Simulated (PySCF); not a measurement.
(BeO)3 ring, Be3O3.
Cartesian coordinates in Å at the PBE0-D3(BJ)/def2-SVP level; atoms count from 1:
```
atom  x, y, z in Å
Be1   -1.2810   -0.1262    0.0269
O2    -0.6807   -1.3427   -0.5350
Be3    0.7345   -0.9584   -0.4590
O4     1.5888    0.1566   -0.0312
Be5    0.5481    1.0827    0.4314
O6    -0.9097    1.1880    0.5668
```

The closed-shell ground state was solved at several levels (PySCF, density fitting, gas phase, non-relativistic).

```
         level  basis functions  total energy (Eh)  HOMO (eV)  LUMO (eV)  gap (eV)  dipole (D)
B3LYP/pcSseg-1               87          -270.2039      -8.44      -1.75      6.69        0.02
   B3LYP/pcJ-1              114          -270.2217      -8.17      -1.48      6.69        0.03
PBE0/def2-SVPD              105          -269.6954      -8.74      -1.48      7.26        0.03
```

**Question.** What might PBE0/pcSseg-1 (87 basis functions) give for the same quantities?

**Answer.** Total energy -269.8506 Eh, HOMO -8.72 eV, LUMO -1.42 eV, gap 7.30 eV, dipole 0.02 D.

**Question.** How far do the dipole and the HOMO energy spread over the levels?

**Answer.** The dipole runs from 0.02 to 0.03 D (mean 0.03 D) and the HOMO from -8.74 to -8.17 eV.

One conformer stands for the species.
